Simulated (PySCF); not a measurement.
Gas-phase equilibrium of 1 mol GeCl4, 0.25 mol O2 at 1400 K and 0.00133 bar, among 12 species (ClO, O2, O, GeCl3, Ge2O2, O3, GeCl4, Cl, Cl2, GeO2, GeCl2, GeO). Only gases are allowed; each row takes one source of thermochemistry for all species, and Cantera finds the minimum.

Computed with PySCF and rigid-rotor harmonic-oscillator thermochemistry at 1 bar. † marks an energy on the PBE0/def2-TZVP geometry and frequencies; other levels use their own. Open shells (unrestricted) among the columns below: O2 (multiplicity 3), GeCl3 (multiplicity 2), Cl (multiplicity 2, electronic degeneracy 6); the rest are closed-shell singlets. Spin-orbit splitting is ignored; it lowers the true energy and changes the entropy of Cl. Ge: all electrons, no relativistic terms. GeCl3: computed as isolated molecules; such fragments, hydroxides, amides, oligomers or adducts are transient or little studied in the gas. The harmonic model lacks anharmonicity and excited electronic states, which grow with temperature; levels with a mode under 35 cm⁻¹ are left out.

Molecules larger than those listed are left out, and so are free Ge atoms, whose spin-orbit terms are large. Also missing: (GeO)n, which can matter at low temperature or high pressure.

With BLYP/def2-TZVP† thermochemistry: GeCl4 0.0013, Cl 0.44, GeCl2 0.30, O2 0.068, Cl2 0.15, GeO 0.035, GeCl3 0.00013.

Task: How far does the composition move with the other sources (M06-2X/def2-TZVP†, PBE0/def2-TZVP, r2SCAN/def2-TZVP†, LDA/def2-TZVP†, ωB97X-V/def2-TZVP†)?

Result: 
```
thermochemistry     x GeCl4    x Cl  x GeCl2   x O2  x Cl2   x GeO  x GeCl3
------------------  -------  ------  -------  -----  -----  ------  -------
BLYP/def2-TZVP†      0.0013    0.44     0.30  0.068   0.15   0.035  0.00013
M06-2X/def2-TZVP†      0.55    0.15     0.10   0.16  0.035  0.0032   0.0017
PBE0/def2-TZVP         0.33    0.24     0.21   0.13  0.092  0.0014   0.0015
r2SCAN/def2-TZVP†      0.47    0.19     0.14   0.15  0.052  0.0020   0.0024
LDA/def2-TZVP†         0.55  0.0043     0.13   0.17   0.14  0.0046   0.0011
ωB97X-V/def2-TZVP†     0.49    0.19     0.12   0.15  0.039  0.0044  0.00058
```
The most sensitive of these is GeCl4: it spans a factor of 10^2.6 over these rows; at this temperature one factor of ten is RT ln 10 = 27 kJ/mol.
